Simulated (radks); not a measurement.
Results of a calculation; reference values are marked as such.
Problem. All-electron atom: Pb+ in [Xe] 4f14 5d9 6s2 6p2 (not the ground configuration). Level of theory: scalar-relativistic Kohn-Sham, PBE, spin-unpolarised, spherical densities, finite nucleus; Fermi nuclear charge, rms radius 5.5012 fm (a radial shooting solver on a logarithmic mesh with Libxc functionals). Some entries of the table are withheld. Estimate them.

orbital,occ.,eigenvalue (eV),<r^2> (bohr^2)
1s,2,-88088.08,0.0003575
2s,2,-15768.65,0.005422
2p,6,-13533.75,0.004618
3s,2,-3796.085,(1)
3p,6,-3154.856,0.03612
3d,10,-2499.255,0.02992
4s,2,-870.2037,0.1666
4p,6,(2),(3)
4d,10,-416.0945,0.2143
5s,2,-157.6248,0.8124
4f,14,-146.8646,0.2463
5p,6,(4),1.064
5d,9,-33.5042,1.863
6s,2,-21.5461,5.296
6p,2,-11.3130,(5)

Solution. 
(1) 3s <r^2> (bohr^2): 0.03486
(2) 4p eigenvalue (eV): -659.9443
(3) 4p <r^2> (bohr^2): 0.1909
(4) 5p eigenvalue (eV): -99.1176
(5) 6p <r^2> (bohr^2): 9.195
